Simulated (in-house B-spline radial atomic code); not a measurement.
Computed with a B-spline radial atomic code. Model: two electrons, singlet ground state, non-relativistic, full CI in B-splines with partial waves to l = 8 (at full coupling up to 3e-4 hartree above the limit, correlation up to 0.6 % small), density held at that of full coupling by Lieb maximisation.

W(λ) is the mean repulsion in the state of coupling λ less the Hartree energy of the fixed density. Its start is exact exchange, its initial slope is twice the second-order Görling-Levy correlation energy, and its area from 0 to 1 is E_xc. A straight curve means weak, dynamic correlation, and a curve that drops fast and flattens means strong correlation.

Command:
```bash
python run_ac.py task.json out
```
Settings (lengths in bohr, energies in hartree):
```
potential              dot
strength               1.18
lmax                   8
second                 1
```

Cost of the run: 9.3 s on 1 thread of Intel(R) Xeon(R) Processor @ 2.30GHz, with other jobs on the host.

**W = mean repulsion less Hartree energy, and W of three functionals.**

Given: confinement charge in harmonic well; well frequency 1.18 hartree; nuclear charge 1; external potential omega^2 r^2/2 - Z/r.

Computed: LDA exchange minus exact 148.36 millihartree; PBE exchange minus exact 39.279 millihartree.

```tsv
coupling	W xc (hartree)	W xc minus exchange (millihartree)	kinetic minus Kohn-Sham (millihartree)	LDA (PW92) W minus its exchange (millihartree)	PBE W minus its exchange (millihartree)	SCAN W minus its exchange (millihartree)
0	-1.0075	0	0	0	0	0
0.02	-1.0093	-1.858	0.02	-11.94	-2.5	-1.88
0.05	-1.0121	-4.614	0.11	-24.42	-6.24	-4.63
0.12	-1.0184	-10.898	0.65	-46.67	-14.77	-10.82
0.25	?	?	?	?	?	?
0.4	?	?	?	?	?	?
0.6	-1.0566	-49.098	14.08	-135.68	-64.72	-47.67
0.8	-1.0703	-62.84	23.68	-160.69	-81.99	-60.87
1	-1.083	-75.506	35.06	-182.22	-97.67	-73.07
1.4	-1.1055	-98.057	62.01	-218.09	-125.22	-94.95
2	-1.1337	-126.26	109.66	-260.12	-159.34	-122.77
3	-1.17	-162.5	199.32	-311.67	-203.28	-159.44
4.5	-1.2083	-200.84	341.25	-365.29	-250.8	-199.53
7	-1.2492	-241.73	572.05	-423.46	-303.85	-243.47
10	-1.2796	-272.09	826.67	-468.54	-345.73	-276.23
```

Question: What belongs in the row 0.25?

Answer: W xc (hartree): -1.0295; W xc minus exchange (millihartree): -22.053; kinetic minus Kohn-Sham (millihartree): 2.7; LDA (PW92) W minus its exchange (millihartree): -77.67; PBE W minus its exchange (millihartree): -29.7; SCAN W minus its exchange (millihartree): -21.66.

Question: What belongs in the row 0.4?

Answer: W xc (hartree): -1.0416; W xc minus exchange (millihartree): -34.148; kinetic minus Kohn-Sham (millihartree): 6.62; LDA (PW92) W minus its exchange (millihartree): -105.58; PBE W minus its exchange (millihartree): -45.56; SCAN W minus its exchange (millihartree): -33.32.

Question: What is the SCAN exchange minus exact?

Answer: 5.6922 millihartree.

**Energy parts, natural occupations and partial-wave weights.**

Computed: total energy 1.7211 hartree; correlation energy -0.040444 hartree; kinetic part of the DFT correlation energy 0.035062 hartree; initial slope twice GL2 -0.093334 hartree; kinetic part over minus potential part 0.46436; Hartree energy 2.0149 hartree; Lieb Oxford ratio E_xc over LDA exchange 1.2198.

```
natural  occupation of the shell (electrons)
      s                               1.9851
      p                                    ?
      s                            0.0018691
      d                           0.00047278
      p                           0.00016476
      f                           5.9015e-05
```

Question: What belongs in the row p?

Answer: occupation of the shell (electrons): 0.012199.

| wave | weight |
| --- | --- |
| s | 0.99352 |
| p | 0.0061874 |
| d | 0.00025178 |
| f | ? |
| g | 7.5748e-06 |

Question: What belongs in the row f?

Answer: weight: 3.3288e-05.

Question: What is the exchange energy?

Answer: -1.0075 hartree.

Question: What is the Kohn-Sham kinetic?

Answer: 2.381 hartree.

Half-way to full coupling W has made 55 % of its drop, against 50 % for a straight line, and second-order (GL2) theory, half the initial slope, overshoots the correlation energy by about 15 %: a moderate bend, as in light atoms. Over couplings 0 to 1 the errors in E_xc come to about +76 millihartree for LDA, +27 millihartree for PBE, +6.8 millihartree for SCAN, so SCAN is nearest. In LDA and PBE the errors of exchange and correlation have opposite signs, so the sum is smaller than the larger of the two.
